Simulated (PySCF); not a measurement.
## EPR parameters of C6H9O2

C6H9O2 (doublet state).
Structure used (GFN2-xTB), in Å, numbered top down from 1:
```
atom  x, y, z in Å
C1    -1.111    1.365    0.436
C2    -0.658    0.572   -0.785
C3    -0.105   -0.788   -0.362
C4    -1.127   -1.850   -0.082
C5     1.174   -1.014   -0.292
O6     2.344   -0.410   -0.413
C7     2.764    0.505    0.475
O8     2.129    0.952    1.391
H9    -0.278    1.501    1.123
H10   -1.915    0.853    0.958
H11   -1.471    2.345    0.127
H12    0.114    1.132   -1.315
H13   -1.497    0.407   -1.464
H14   -0.650   -2.779    0.214
H15   -1.734   -2.027   -0.969
H16   -1.788   -1.524    0.719
H17    3.802    0.772    0.228
```

The hyperfine couplings belong to this conformer and change with its torsions.

Identity: `CC/C(C)=[C]\OC=O` [radical].

Theory: UKS B3LYP, pcH-1 on C H O, non-relativistic, mean-field spin-orbit, GIAO (PySCF). One conformer (not necessarily the lowest) at the GFN2-xTB geometry, without solvent, vibrations or thermal averaging. Couplings are sensitive to structure, and on GFN2-xTB geometries they can be far from those on DFT ones. The SCF solution wasn't tested for stability.

| Quantity | Value |
| --- | --- |
| g1, g2, g3 | 2.00159, 2.00224, 2.00303 |
| g_iso | 2.00229 |
| Form of g | rhombic: the two nearest values differ by 45 % of g3 − g1 |
| ⟨S²⟩ | 0.7590 (exact 0.7500) |
| α and β electrons | 31, 30 |
| HOMO–LUMO gap, α and β orbitals | 5.35, 4.54 eV |
| Total energy | -384.43360 Eh |

Hyperfine couplings atom by atom, in G; T1 to T3 are the principal values of the dipolar part (MHz turned into gauss with g_iso; 10 G = 1 mT):

```tsv
atom	isotope	a_iso	T1	T2	T3	Mulliken spin population
C1	13C	-1.9	-0.2	-0.1	0.3	0.00
C2	13C	17.2	-2.5	-2.3	4.8	0.07
C3	13C	12.2	-7.5	0.0	7.5	-0.13
C4	13C	12.7	-1.1	-1.0	2.2	0.03
C5	13C	142.4	-27.5	-18.8	46.3	0.93
O6	17O	-25.9	-8.7	4.0	4.7	0.03
C7	13C	4.7	-1.6	-0.9	2.5	0.03
O8	17O	-1.2	-6.2	2.9	3.3	0.05
H9	1H	0.4	-0.7	-0.4	1.1	0.00
H10	1H	0.3	-0.4	-0.3	0.8	0.00
H11	1H	2.6	-0.4	-0.2	0.6	0.00
H12	1H	-1.6	-1.8	-0.4	2.1	0.00
H13	1H	0.7	-1.4	-0.4	1.7	0.00
H14	1H	-1.0	-2.0	-1.1	3.1	0.00
H15	1H	-2.1	-0.8	-0.7	1.6	0.00
H16	1H	-3.4	-0.8	-0.7	1.6	0.00
H17	1H	0.2	-1.3	-0.9	2.2	0.00
```

Largest spin populations (Mulliken): C5 (+0.93), C3 (-0.13) and C2 (+0.07). No atom but C5 exceeds +0.15. The positive populations add up to 1.14 and the negative ones to -0.14, together 2S = 1.

Axes: g1 points within 15° of the C3–C5 bond.

Under fast tumbling the dipolar parts average out, and these isotropic splittings remain: 3 × 1H (H14/H15/H16, I = 1/2, 4 lines) with 0.21 mT, 3 × 1H (H9/H10/H11, I = 1/2, 4 lines) with 0.11 mT and 2 × 1H (H12/H13, I = 1/2, 3 lines) with 0.05 mT.

Means are taken over nuclei equivalent by connectivity, which assumes that they swap fast. The three 1H nuclei of mean -6.0 MHz run from -9.5 to -2.7 MHz in the frozen geometry. The three 1H nuclei of mean +3.1 MHz run from 0.8 to 7.2 MHz in the frozen geometry. The 1H value of -1.3 MHz is a mean of couplings from -4.4 to 1.8 MHz in this one geometry, not an average over conformers.

The 13C coupling of C5 (398.9 MHz) shows only in satellite lines or after enrichment, since that isotope makes up about 1.07 % of natural carbon.

The 17O coupling of O6 (-72.7 MHz) shows only in satellite lines or after enrichment, since that isotope makes up about 0.038 % of natural oxygen.

Examples of negative spin density at the nucleus (bohr⁻³): C1 (-0.0047).
